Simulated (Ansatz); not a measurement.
Steps of a relaxation of C2H4AlNO with RKS PBE-D4/def2-SVP.

```sh
$ ansatz run in.yaml --threads 2 --pin off --events-out ev --progress --plain --max-ram 4352MiB
```

```yaml
crystal:
  periodic: [false, false, false]
  atoms:
    - {symbol: N, position_ang: [0.605200, 2.033700, 0.161600]}
    - {symbol: C, position_ang: [0.732900, 0.800500, 0.064000]}
    - {symbol: O, position_ang: [1.350200, -0.466100, 0.512100]}
    - {symbol: C, position_ang: [0.564300, -0.411900, -0.512100]}
    - {symbol: Al, position_ang: [-1.284500, -1.183500, -0.030500]}
    - {symbol: H, position_ang: [1.066000, 2.645800, 0.873100]}
    - {symbol: H, position_ang: [1.005600, -0.544100, -1.492900]}
    - {symbol: H, position_ang: [-1.485400, -2.737600, -0.065200]}
    - {symbol: H, position_ang: [-2.465800, -0.183100, 0.472800]}
basis:
  gaussian: {orbitals: def2-SVP}
hamiltonian: {xc: pbe, dispersion: d4}
relax: {f_tol: 0.03, max_steps: 200}
```

Positions (Å) and forces (eV/Å) along the path, 14 of 17 steps:

```xyz
9
step=1 energy=-12252.7305 eV
N     0.605    2.034    0.162    0.116    0.857    0.323
C     0.733    0.800    0.064    1.002    2.000    1.161
O     1.350   -0.466    0.512    4.947    0.872    6.897
C     0.564   -0.412   -0.512   -6.558   -2.247   -6.693
Al   -1.284   -1.183   -0.030    0.032    0.496   -0.378
H     1.066    2.646    0.873   -0.105   -0.968   -0.188
H     1.006   -0.544   -1.493    0.344   -0.340   -1.218
H    -1.485   -2.738   -0.065   -0.068   -0.480    0.107
H    -2.466   -0.183    0.473    0.290   -0.190   -0.011
9
step=2 energy=-12253.5598 eV
N     0.690    2.109    0.137   -0.117    0.502    0.165
C     0.742    0.868    0.049    0.880   -0.172    0.877
O     1.303   -0.387    0.600    1.653    1.422    2.629
C     0.495   -0.379   -0.528   -3.033   -1.172   -3.488
Al   -1.317   -1.233   -0.114    0.265    0.240    0.232
H     1.143    2.630    0.913    0.042   -0.627   -0.156
H     0.968   -0.584   -1.512    0.272   -0.104   -0.090
H    -1.497   -2.820   -0.045    0.036   -0.025   -0.095
H    -2.439   -0.250    0.481    0.002   -0.064   -0.073
9
step=3 energy=-12253.9812 eV
N     0.738    2.162    0.116    0.009    0.538   -0.092
C     0.726    0.917    0.021    0.678   -1.530    0.885
O     1.211   -0.267    0.690    0.051    1.227    0.054
C     0.414   -0.356   -0.574   -0.664   -0.186   -1.446
Al   -1.328   -1.242   -0.088    0.215   -0.059    0.108
H     1.259    2.564    0.919   -0.159   -0.409   -0.154
H     0.992   -0.654   -1.507   -0.151    0.209    0.698
H    -1.445   -2.853   -0.114    0.046    0.214   -0.050
H    -2.477   -0.317    0.520   -0.025   -0.004   -0.003
9
step=5 energy=-12254.1546 eV
N     0.778    2.163    0.068   -0.021   -0.051    0.140
C     0.730    0.903    0.025    0.173   -0.181    0.141
O     1.146   -0.202    0.721   -0.208    0.185   -0.101
C     0.354   -0.328   -0.640    0.143   -0.033   -0.272
Al   -1.320   -1.239   -0.073    0.056    0.020    0.065
H     1.258    2.487    0.931   -0.054   -0.099   -0.193
H     1.023   -0.660   -1.470   -0.117    0.093    0.222
H    -1.411   -2.836   -0.136    0.042    0.053   -0.033
H    -2.470   -0.335    0.557   -0.013    0.013    0.032
9
step=7 energy=-12254.1757 eV
N     0.797    2.158    0.017   -0.006   -0.095   -0.042
C     0.720    0.899    0.019   -0.062   -0.011   -0.135
O     1.040   -0.187    0.772   -0.095   -0.015    0.049
C     0.343   -0.323   -0.658    0.097    0.016   -0.025
Al   -1.321   -1.221   -0.078    0.072    0.000    0.081
H     1.245    2.487    0.885    0.042    0.087    0.120
H     1.075   -0.703   -1.400   -0.040    0.019   -0.027
H    -1.400   -2.805   -0.269   -0.033    0.010   -0.001
H    -2.412   -0.351    0.695    0.026   -0.010   -0.020
9
step=8 energy=-12254.1829 eV
N     0.814    2.161   -0.012    0.106   -0.242    0.274
C     0.712    0.900   -0.002   -0.110    0.176   -0.060
O     0.957   -0.181    0.793   -0.064    0.021    0.015
C     0.350   -0.320   -0.692    0.255   -0.070   -0.095
Al   -1.284   -1.225   -0.057   -0.081    0.064    0.006
H     1.201    2.495    0.894   -0.088   -0.064   -0.222
H     1.123   -0.735   -1.378   -0.144    0.096    0.058
H    -1.450   -2.795   -0.331    0.049    0.058    0.053
H    -2.335   -0.346    0.767    0.079   -0.040   -0.028
9
step=9 energy=-12254.1923 eV
N     0.825    2.149   -0.008    0.111   -0.166    0.387
C     0.699    0.891   -0.015   -0.084    0.173   -0.035
O     0.890   -0.200    0.787   -0.065   -0.031   -0.015
C     0.353   -0.316   -0.732    0.195   -0.004   -0.142
Al   -1.282   -1.204   -0.084    0.033    0.009    0.205
H     1.167    2.474    0.924   -0.116   -0.130   -0.357
H     1.143   -0.738   -1.391   -0.105    0.079    0.056
H    -1.423   -2.788   -0.284    0.021    0.090    0.001
H    -2.282   -0.314    0.787    0.009   -0.021   -0.100
9
step=10 energy=-12254.2302 eV
N     0.833    2.117    0.027    0.131   -0.148    0.647
C     0.665    0.867   -0.042   -0.013    0.184   -0.102
O     0.769   -0.260    0.747   -0.093   -0.144   -0.009
C     0.355   -0.304   -0.829    0.048    0.203   -0.146
Al   -1.251   -1.159   -0.087    0.198   -0.128    0.412
H     1.107    2.404    1.002   -0.179   -0.217   -0.639
H     1.169   -0.723   -1.453   -0.004    0.029    0.034
H    -1.333   -2.770   -0.135    0.008    0.223   -0.038
H    -2.224   -0.218    0.754   -0.095   -0.002   -0.158
9
step=11 energy=-12254.2998 eV
N     0.850    2.093    0.054    0.075   -0.343    0.859
C     0.648    0.851   -0.062    0.024    0.183   -0.210
O     0.685   -0.311    0.713   -0.135   -0.056   -0.050
C     0.346   -0.283   -0.906    0.174    0.284   -0.107
Al   -1.208   -1.125   -0.048    0.143   -0.195    0.487
H     1.072    2.341    1.057   -0.160   -0.208   -0.807
H     1.180   -0.710   -1.502   -0.061    0.055    0.059
H    -1.253   -2.744   -0.027    0.019    0.307   -0.050
H    -2.231   -0.159    0.704   -0.079   -0.027   -0.181
9
step=12 energy=-12254.3266 eV
N     0.870    2.045    0.095   -0.014   -0.646    0.767
C     0.625    0.821   -0.093    0.125    0.245   -0.574
O     0.549   -0.390    0.669    0.887    0.518    0.296
C     0.329   -0.243   -1.024    0.229    0.328    0.229
Al   -1.113   -1.065    0.077   -1.146   -0.482   -0.012
H     1.039    2.236    1.113   -0.108   -0.042   -0.576
H     1.194   -0.686   -1.565   -0.126    0.062    0.052
H    -1.119   -2.675    0.098   -0.007    0.201   -0.009
H    -2.284   -0.090    0.614    0.159   -0.184   -0.174
9
step=13 energy=-12254.1970 eV rejected
N     0.835    2.061    0.161   -0.125   -0.140   -0.954
C     0.641    0.859   -0.148    0.887    0.030    1.449
O     0.654   -0.350    0.694   -0.627    0.236   -1.377
C     0.381   -0.215   -1.039   -0.720   -0.872    0.630
Al   -1.142   -1.053    0.059    1.131    0.326   -0.143
H     1.008    2.216    1.162   -0.082   -0.153    0.103
H     1.126   -0.809   -1.623    0.065    0.675    0.212
H    -1.134   -2.601    0.144    0.032   -0.639   -0.075
H    -2.281   -0.155    0.572   -0.561    0.538    0.154
9
step=14 energy=-12254.3958 eV
N     0.874    2.042    0.107   -0.014    0.074    0.055
C     0.650    0.826   -0.097   -0.058    0.432   -0.183
O     0.613   -0.353    0.664    0.148   -0.403    0.461
C     0.329   -0.245   -0.987   -0.047   -0.143   -0.301
Al   -1.151   -1.084    0.074    0.017    0.051   -0.103
H     1.032    2.236    1.109    0.061   -0.002   -0.028
H     1.163   -0.686   -1.574   -0.077    0.022    0.093
H    -1.122   -2.677    0.099   -0.019    0.016    0.030
H    -2.297   -0.104    0.588   -0.011   -0.047   -0.023
9
step=16 energy=-12254.4062 eV
N     0.878    2.051    0.108   -0.013   -0.068    0.067
C     0.646    0.836   -0.097   -0.025   -0.036    0.012
O     0.625   -0.361    0.679   -0.017    0.052   -0.062
C     0.319   -0.239   -0.987    0.040    0.041    0.041
Al   -1.146   -1.087    0.074   -0.030    0.015   -0.002
H     1.067    2.238    1.108    0.017    0.009   -0.064
H     1.152   -0.673   -1.575   -0.006   -0.002    0.006
H    -1.126   -2.680    0.115    0.012    0.008    0.008
H    -2.325   -0.131    0.558    0.022   -0.018   -0.006
9
step=17 energy=-12254.4069 eV
N     0.876    2.050    0.111    0.023   -0.013    0.014
C     0.642    0.836   -0.096   -0.012    0.005    0.014
O     0.620   -0.360    0.676    0.000    0.002   -0.010
C     0.317   -0.237   -0.988    0.001   -0.001    0.004
Al   -1.150   -1.087    0.069    0.002   -0.008    0.002
H     1.079    2.235    1.107   -0.008    0.012   -0.017
H     1.151   -0.672   -1.573   -0.004    0.003   -0.004
H    -1.117   -2.678    0.123    0.001    0.000   -0.001
H    -2.330   -0.134    0.553   -0.003    0.000   -0.002
```

Hardware: 2 threads of an Arm Neoverse V1 on a shared host. Wall time 32 s, peak host memory 0.15 GiB.
